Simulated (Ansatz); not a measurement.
Relaxation of `CCCCCCCCCC[SeH]` with RKS PBE-D4/def2-SVP.

```sh
$ ansatz run in.yaml --threads 4 --pin off --events-out ev --progress --plain --max-ram 6963MiB
```

```yaml
crystal:
  periodic: [false, false, false]
  atoms:
    - {symbol: C, position_ang: [-4.958460, 1.576140, 0.971340]}
    - {symbol: C, position_ang: [-3.706880, 1.008590, 0.312660]}
    - {symbol: C, position_ang: [-3.352770, -0.366790, 0.874510]}
    - {symbol: C, position_ang: [-2.164440, -1.025780, 0.173500]}
    - {symbol: C, position_ang: [-0.837290, -0.316880, 0.433620]}
    - {symbol: C, position_ang: [0.333670, -1.060570, -0.203440]}
    - {symbol: C, position_ang: [1.668200, -0.376790, 0.079940]}
    - {symbol: C, position_ang: [2.838170, -1.138160, -0.535810]}
    - {symbol: C, position_ang: [4.202230, -0.559290, -0.164060]}
    - {symbol: C, position_ang: [4.457680, 0.820640, -0.744680]}
    - {symbol: Se, position_ang: [4.327550, 0.805990, -2.728960]}
    - {symbol: H, position_ang: [-4.807430, 1.685230, 2.043320]}
    - {symbol: H, position_ang: [-5.807580, 0.914180, 0.814620]}
    - {symbol: H, position_ang: [-5.202060, 2.551910, 0.556840]}
    - {symbol: H, position_ang: [-2.877150, 1.698520, 0.474500]}
    - {symbol: H, position_ang: [-3.868150, 0.926440, -0.764770]}
    - {symbol: H, position_ang: [-3.135870, -0.273720, 1.941770]}
    - {symbol: H, position_ang: [-4.223770, -1.019440, 0.770640]}
    - {symbol: H, position_ang: [-2.351200, -1.058390, -0.902560]}
    - {symbol: H, position_ang: [-2.082680, -2.058020, 0.524390]}
    - {symbol: H, position_ang: [-0.674530, -0.245630, 1.511980]}
    - {symbol: H, position_ang: [-0.874820, 0.697930, 0.034080]}
    - {symbol: H, position_ang: [0.361780, -2.082830, 0.181810]}
    - {symbol: H, position_ang: [0.181420, -1.117670, -1.283570]}
    - {symbol: H, position_ang: [1.633250, 0.638410, -0.319680]}
    - {symbol: H, position_ang: [1.816240, -0.307110, 1.160810]}
    - {symbol: H, position_ang: [2.737590, -1.136890, -1.627990]}
    - {symbol: H, position_ang: [2.801570, -2.178730, -0.204770]}
    - {symbol: H, position_ang: [4.283900, -0.490990, 0.925010]}
    - {symbol: H, position_ang: [4.983260, -1.239790, -0.515090]}
    - {symbol: H, position_ang: [3.737920, 1.554140, -0.380150]}
    - {symbol: H, position_ang: [5.467790, 1.156260, -0.506730]}
    - {symbol: H, position_ang: [5.092860, 2.019080, -2.903040]}
basis:
  gaussian: {orbitals: def2-SVP}
hamiltonian: {xc: pbe, dispersion: d4}
scf: {lower_state_search: "off"}
output: {orbitals: {seedname: orbitals}}
relax: {f_tol: 0.03, max_steps: 70}
```

It took 52 s on 4 threads of Arm Neoverse V1 on a shared host.

Positions (Å) and forces (eV/Å) at steps 1, 2, 3, 4, 7, 8, 10, 11 of 11:

```xyz
33
step=1 energy=-76039.1428 eV
C    -4.958    1.576    0.971    0.573   -0.091   -0.393
C    -3.707    1.009    0.313   -0.497   -0.363    0.673
C    -3.353   -0.367    0.875    0.368    0.210   -0.783
C    -2.164   -1.026    0.173   -0.014    0.602    0.669
C    -0.837   -0.317    0.434   -0.136   -0.884   -0.585
C     0.334   -1.061   -0.203    0.102    0.910    0.568
C     1.668   -0.377    0.080   -0.065   -0.844   -0.567
C     2.838   -1.138   -0.536    0.177    0.583    0.492
C     4.202   -0.559   -0.164   -0.341    0.156   -0.605
C     4.458    0.821   -0.745    0.083   -0.234   -0.298
Se    4.328    0.806   -2.729   -0.498   -0.814   -0.022
H    -4.807    1.685    2.043    0.016    0.105    0.729
H    -5.808    0.914    0.815   -0.618   -0.397   -0.064
H    -5.202    2.552    0.557   -0.260    0.653   -0.189
H    -2.877    1.699    0.474    0.523    0.417   -0.036
H    -3.868    0.926   -0.765    0.004   -0.005   -0.661
H    -3.136   -0.274    1.942    0.047   -0.014    0.663
H    -4.224   -1.019    0.771   -0.525   -0.352    0.056
H    -2.351   -1.058   -0.903   -0.118   -0.121   -0.645
H    -2.083   -2.058    0.524    0.068   -0.618    0.087
H    -0.675   -0.246    1.512    0.096    0.145    0.642
H    -0.875    0.698    0.034    0.013    0.657   -0.137
H     0.362   -2.083    0.182    0.010   -0.645    0.134
H     0.181   -1.118   -1.284   -0.095   -0.145   -0.644
H     1.633    0.638   -0.320    0.001    0.657   -0.142
H     1.816   -0.307    1.161    0.079    0.136    0.638
H     2.738   -1.137   -1.628   -0.098   -0.162   -0.521
H     2.802   -2.179   -0.205   -0.062   -0.613    0.096
H     4.284   -0.491    0.925    0.101    0.009    0.606
H     4.983   -1.240   -0.515    0.462   -0.331   -0.097
H     3.738    1.554   -0.380   -0.325    0.401    0.250
H     5.468    1.156   -0.507    0.456    0.224    0.162
H     5.093    2.019   -2.903    0.472    0.767   -0.075
33
step=2 energy=-76039.3347 eV
C    -5.015    1.614    0.981    0.245   -0.150   -0.113
C    -3.766    1.016    0.329   -0.111   -0.085    0.155
C    -3.401   -0.371    0.869    0.134    0.125   -0.133
C    -2.198   -1.039    0.188    0.048    0.193    0.078
C    -0.853   -0.344    0.427    0.017   -0.151   -0.094
C     0.343   -1.071   -0.196    0.004    0.142    0.086
C     1.694   -0.400    0.066   -0.049   -0.143   -0.075
C     2.886   -1.155   -0.530   -0.018    0.189    0.018
C     4.261   -0.556   -0.199   -0.166    0.073   -0.010
C     4.516    0.842   -0.755   -0.062   -0.171   -0.168
Se    4.369    0.824   -2.743   -0.072   -0.091    0.038
H    -4.874    1.725    2.070   -0.012    0.037    0.218
H    -5.891    0.961    0.825   -0.194   -0.099   -0.009
H    -5.256    2.608    0.568   -0.050    0.171   -0.062
H    -2.916    1.707    0.477    0.166    0.131   -0.027
H    -3.919    0.943   -0.765    0.000    0.020   -0.217
H    -3.199   -0.291    1.955   -0.012   -0.019    0.226
H    -4.284   -1.030    0.766   -0.139   -0.134    0.009
H    -2.385   -1.094   -0.902   -0.037   -0.068   -0.215
H    -2.118   -2.084    0.541   -0.015   -0.189    0.035
H    -0.688   -0.250    1.518    0.032    0.073    0.214
H    -0.887    0.687    0.028   -0.003    0.230   -0.028
H     0.373   -2.107    0.191    0.004   -0.235    0.029
H     0.188   -1.153   -1.289   -0.032   -0.074   -0.210
H     1.661    0.628   -0.341    0.018    0.226   -0.037
H     1.842   -0.301    1.159    0.026    0.071    0.205
H     2.766   -1.206   -1.632   -0.023   -0.080   -0.146
H     2.859   -2.202   -0.174    0.024   -0.185    0.040
H     4.367   -0.496    0.902    0.054   -0.026    0.198
H     5.055   -1.235   -0.559    0.107   -0.105   -0.044
H     3.792    1.576   -0.363   -0.094    0.119    0.056
H     5.534    1.183   -0.507    0.130    0.040    0.041
H     5.142    2.072   -2.904    0.080    0.167   -0.058
33
step=3 energy=-76039.3541 eV
C    -5.004    1.614    0.984    0.032   -0.007   -0.022
C    -3.756    1.018    0.325   -0.034   -0.007    0.038
C    -3.397   -0.374    0.862    0.004    0.000   -0.027
C    -2.192   -1.039    0.182   -0.006    0.033    0.030
C    -0.850   -0.338    0.425   -0.013   -0.056   -0.034
C     0.342   -1.075   -0.197    0.003    0.062    0.036
C     1.690   -0.396    0.067    0.002   -0.052   -0.035
C     2.879   -1.166   -0.518    0.011    0.028    0.003
C     4.254   -0.561   -0.195   -0.010   -0.033   -0.076
C     4.506    0.837   -0.759    0.043    0.087    0.017
Se    4.357    0.854   -2.748   -0.024   -0.048    0.002
H    -4.868    1.722    2.082   -0.003   -0.003   -0.028
H    -5.893    0.966    0.825    0.027    0.019    0.004
H    -5.244    2.618    0.577   -0.003   -0.017    0.013
H    -2.897    1.710    0.470   -0.021   -0.013   -0.005
H    -3.907    0.953   -0.777    0.003    0.002    0.025
H    -3.209   -0.306    1.960   -0.007   -0.003   -0.034
H    -4.285   -1.037    0.752    0.008    0.016    0.003
H    -2.379   -1.106   -0.916    0.005    0.003    0.031
H    -2.114   -2.091    0.536    0.008    0.016   -0.008
H    -0.686   -0.235    1.524   -0.005   -0.002   -0.029
H    -0.883    0.701    0.028    0.005   -0.026    0.008
H     0.373   -2.119    0.193    0.000    0.026   -0.008
H     0.186   -1.171   -1.296    0.003    0.003    0.032
H     1.663    0.637   -0.350    0.001   -0.028    0.008
H     1.835   -0.277    1.166   -0.007   -0.002   -0.034
H     2.756   -1.251   -1.624    0.014    0.007    0.054
H     2.857   -2.212   -0.140   -0.005    0.024    0.002
H     4.376   -0.505    0.913    0.000    0.011   -0.042
H     5.050   -1.245   -0.561   -0.004    0.007    0.006
H     3.786    1.577   -0.356    0.020   -0.017   -0.004
H     5.530    1.177   -0.511   -0.017   -0.004    0.012
H     5.119    2.118   -2.926   -0.028   -0.029    0.063
33
step=4 energy=-76039.3565 eV
C    -5.000    1.615    0.984    0.020   -0.004   -0.015
C    -3.753    1.020    0.325   -0.021   -0.004    0.024
C    -3.395   -0.373    0.859    0.002    0.000   -0.016
C    -2.189   -1.037    0.180   -0.004    0.021    0.017
C    -0.847   -0.335    0.421   -0.010   -0.037   -0.023
C     0.345   -1.073   -0.198    0.002    0.041    0.026
C     1.694   -0.394    0.060   -0.003   -0.039   -0.019
C     2.883   -1.171   -0.514    0.002    0.019   -0.002
C     4.258   -0.567   -0.193   -0.005   -0.014   -0.067
C     4.501    0.835   -0.750    0.044    0.061    0.010
Se    4.323    0.854   -2.736    0.003    0.003    0.012
H    -4.865    1.721    2.081   -0.003   -0.001   -0.021
H    -5.890    0.968    0.825    0.020    0.014    0.003
H    -5.241    2.619    0.579   -0.002   -0.013    0.010
H    -2.894    1.711    0.470   -0.016   -0.010   -0.005
H    -3.905    0.956   -0.777    0.003    0.002    0.019
H    -3.209   -0.306    1.957   -0.005   -0.002   -0.025
H    -4.282   -1.036    0.747    0.006    0.012    0.002
H    -2.376   -1.107   -0.917    0.003    0.002    0.023
H    -2.110   -2.088    0.537    0.006    0.012   -0.006
H    -0.683   -0.227    1.518   -0.002   -0.001   -0.021
H    -0.881    0.703    0.019    0.004   -0.018    0.006
H     0.376   -2.115    0.198    0.001    0.019   -0.006
H     0.188   -1.176   -1.296    0.002    0.001    0.024
H     1.670    0.633   -0.371   -0.004   -0.018    0.008
H     1.837   -0.262    1.157   -0.006   -0.002   -0.022
H     2.763   -1.264   -1.619    0.011    0.001    0.038
H     2.857   -2.215   -0.129   -0.005    0.013    0.007
H     4.386   -0.517    0.913   -0.002    0.004   -0.022
H     5.053   -1.245   -0.569    0.002   -0.001    0.008
H     3.784    1.571   -0.333    0.014   -0.009   -0.012
H     5.526    1.176   -0.512   -0.019   -0.008   -0.001
H     5.075    2.126   -2.916   -0.037   -0.042    0.047
33
step=7 energy=-76039.3620 eV
C    -4.972    1.634    0.964   -0.017    0.009    0.008
C    -3.729    1.032    0.308    0.013    0.003   -0.013
C    -3.385   -0.365    0.838   -0.007   -0.004    0.007
C    -2.177   -1.035    0.172   -0.001   -0.012   -0.005
C    -0.835   -0.333    0.408    0.005    0.015    0.009
C     0.360   -1.093   -0.174   -0.004   -0.017   -0.010
C     1.708   -0.405    0.054    0.008    0.016    0.006
C     2.895   -1.205   -0.491   -0.001   -0.020   -0.002
C     4.275   -0.595   -0.207    0.007    0.006    0.019
C     4.490    0.825   -0.730   -0.015   -0.001   -0.026
Se    4.161    0.909   -2.694    0.059    0.119    0.026
H    -4.840    1.734    2.062    0.002    0.000    0.001
H    -5.866    0.996    0.799   -0.001   -0.002   -0.002
H    -5.204    2.642    0.564    0.003    0.002   -0.003
H    -2.865    1.715    0.459    0.002    0.001    0.002
H    -3.876    0.975   -0.794    0.000   -0.002   -0.002
H    -3.211   -0.305    1.938    0.002    0.002    0.002
H    -4.275   -1.021    0.714    0.000    0.000    0.000
H    -2.359   -1.118   -0.924    0.000    0.002   -0.002
H    -2.099   -2.082    0.541   -0.002    0.000    0.001
H    -0.683   -0.193    1.503   -0.001   -0.002   -0.002
H    -0.858    0.692   -0.024    0.001   -0.005    0.000
H     0.391   -2.117    0.264   -0.001    0.007    0.001
H     0.206   -1.242   -1.267    0.002    0.002    0.005
H     1.684    0.601   -0.421    0.001   -0.007    0.001
H     1.852   -0.225    1.145    0.002   -0.006   -0.004
H     2.768   -1.342   -1.589   -0.006    0.007    0.003
H     2.870   -2.231   -0.063    0.004    0.008   -0.006
H     4.445   -0.571    0.894    0.001   -0.001   -0.009
H     5.061   -1.260   -0.626   -0.006    0.005    0.002
H     3.809    1.548   -0.239    0.010   -0.017   -0.011
H     5.533    1.151   -0.553   -0.009    0.002    0.001
H     4.727    2.282   -2.830   -0.050   -0.105    0.000
33
step=8 energy=-76039.3626 eV
C    -4.969    1.639    0.958   -0.006    0.002    0.004
C    -3.726    1.033    0.305    0.008    0.001   -0.007
C    -3.385   -0.363    0.838   -0.001    0.001    0.004
C    -2.176   -1.036    0.175    0.001   -0.006   -0.004
C    -0.833   -0.337    0.411    0.006    0.011    0.006
C     0.361   -1.098   -0.169   -0.003   -0.014   -0.007
C     1.711   -0.411    0.058    0.001    0.011    0.007
C     2.896   -1.207   -0.492   -0.004   -0.013   -0.004
C     4.276   -0.596   -0.210   -0.001    0.005    0.004
C     4.486    0.826   -0.729   -0.005    0.016   -0.027
Se    4.157    0.916   -2.693    0.032    0.065    0.017
H    -4.839    1.741    2.056    0.001    0.001    0.005
H    -5.863    1.002    0.793   -0.005   -0.003   -0.002
H    -5.198    2.647    0.556    0.002    0.004   -0.004
H    -2.861    1.716    0.457    0.005    0.003    0.001
H    -3.871    0.975   -0.797    0.000    0.000   -0.006
H    -3.212   -0.301    1.937    0.001    0.001    0.007
H    -4.275   -1.018    0.714   -0.002   -0.003    0.000
H    -2.357   -1.120   -0.921   -0.001   -0.001   -0.006
H    -2.101   -2.083    0.544   -0.002   -0.004    0.002
H    -0.682   -0.196    1.506    0.000    0.000    0.003
H    -0.855    0.688   -0.021    0.000    0.002    0.000
H     0.391   -2.122    0.269    0.000    0.000    0.001
H     0.208   -1.247   -1.262    0.001   -0.001    0.000
H     1.685    0.597   -0.413    0.000   -0.003    0.001
H     1.857   -0.236    1.149    0.001   -0.002    0.001
H     2.766   -1.340   -1.591   -0.004    0.002   -0.001
H     2.875   -2.236   -0.069    0.003    0.001   -0.002
H     4.449   -0.575    0.890    0.003    0.000   -0.003
H     5.062   -1.257   -0.633   -0.003    0.001    0.001
H     3.801    1.544   -0.236    0.010   -0.011   -0.007
H     5.527    1.156   -0.550   -0.008    0.002    0.000
H     4.694    2.298   -2.829   -0.029   -0.070    0.016
33
step=10 energy=-76039.3635 eV
C    -4.951    1.659    0.929    0.013   -0.005   -0.007
C    -3.707    1.038    0.293   -0.009   -0.004    0.010
C    -3.381   -0.357    0.841    0.006    0.005   -0.008
C    -2.175   -1.045    0.189    0.001    0.009    0.008
C    -0.828   -0.354    0.430   -0.003   -0.013   -0.007
C     0.364   -1.121   -0.151    0.002    0.012    0.007
C     1.714   -0.434    0.076    0.001   -0.010   -0.005
C     2.897   -1.215   -0.502    0.001    0.013    0.002
C     4.275   -0.595   -0.229   -0.004   -0.002   -0.004
C     4.466    0.836   -0.731   -0.002   -0.002   -0.001
Se    4.136    0.946   -2.691   -0.002   -0.003    0.000
H    -4.830    1.769    2.028   -0.001    0.001    0.002
H    -5.849    1.028    0.761   -0.003    0.000    0.000
H    -5.168    2.665    0.516   -0.001    0.001    0.000
H    -2.838    1.715    0.447    0.002    0.002   -0.002
H    -3.843    0.971   -0.810    0.001    0.000   -0.002
H    -3.213   -0.286    1.940   -0.001    0.000    0.003
H    -4.277   -1.005    0.717   -0.002   -0.001    0.001
H    -2.349   -1.133   -0.908    0.000   -0.003   -0.002
H    -2.110   -2.090    0.565    0.000   -0.002    0.001
H    -0.678   -0.215    1.525    0.001    0.001    0.004
H    -0.842    0.671   -0.003    0.000    0.004    0.001
H     0.392   -2.144    0.288    0.000   -0.005   -0.001
H     0.210   -1.268   -1.244   -0.002   -0.002   -0.004
H     1.679    0.581   -0.378    0.000    0.002    0.001
H     1.871   -0.278    1.168    0.000    0.003    0.000
H     2.752   -1.330   -1.601    0.001   -0.004   -0.001
H     2.890   -2.250   -0.094   -0.001   -0.002   -0.001
H     4.461   -0.586    0.869    0.001    0.001    0.002
H     5.063   -1.244   -0.668    0.000    0.001   -0.002
H     3.771    1.538   -0.230    0.002    0.002    0.004
H     5.503    1.178   -0.547   -0.001    0.000    0.000
H     4.594    2.355   -2.796    0.001    0.001    0.002
33
step=11 energy=-76039.3637 eV
C    -4.940    1.670    0.914    0.003   -0.001   -0.002
C    -3.696    1.040    0.286   -0.003    0.000    0.001
C    -3.379   -0.354    0.842    0.002    0.001   -0.001
C    -2.173   -1.051    0.198    0.001   -0.001    0.000
C    -0.824   -0.363    0.438   -0.001    0.000    0.000
C     0.366   -1.131   -0.143    0.000   -0.001    0.000
C     1.716   -0.444    0.079    0.001    0.001    0.002
C     2.898   -1.220   -0.506   -0.003    0.001    0.002
C     4.275   -0.596   -0.237    0.006    0.001   -0.003
C     4.456    0.841   -0.727   -0.001    0.005    0.007
Se    4.106    0.969   -2.683    0.000    0.010   -0.002
H    -4.823    1.784    2.012    0.000    0.001   -0.001
H    -5.841    1.042    0.745    0.000    0.001    0.000
H    -5.150    2.675    0.495    0.000   -0.002    0.001
H    -2.825    1.714    0.440    0.000    0.000   -0.001
H    -3.828    0.968   -0.817    0.001    0.000    0.000
H    -3.215   -0.279    1.942    0.000    0.000    0.000
H    -4.277   -0.999    0.719    0.001    0.000    0.000
H    -2.345   -1.144   -0.899    0.000   -0.001    0.001
H    -2.114   -2.094    0.579   -0.001    0.001    0.000
H    -0.674   -0.224    1.533    0.001    0.000    0.000
H    -0.837    0.662    0.006    0.000    0.000    0.001
H     0.394   -2.154    0.296    0.001    0.000   -0.001
H     0.209   -1.280   -1.236   -0.001    0.000    0.000
H     1.677    0.573   -0.373    0.000   -0.001    0.001
H     1.877   -0.289    1.171    0.000    0.000   -0.001
H     2.748   -1.332   -1.605    0.001   -0.002   -0.001
H     2.896   -2.256   -0.102   -0.002    0.000   -0.001
H     4.470   -0.597    0.859   -0.001    0.001   -0.006
H     5.062   -1.238   -0.690   -0.007    0.006    0.003
H     3.762    1.534   -0.211    0.007   -0.006   -0.006
H     5.492    1.185   -0.548   -0.003    0.001   -0.003
H     4.537    2.387   -2.778   -0.001   -0.014    0.009
```
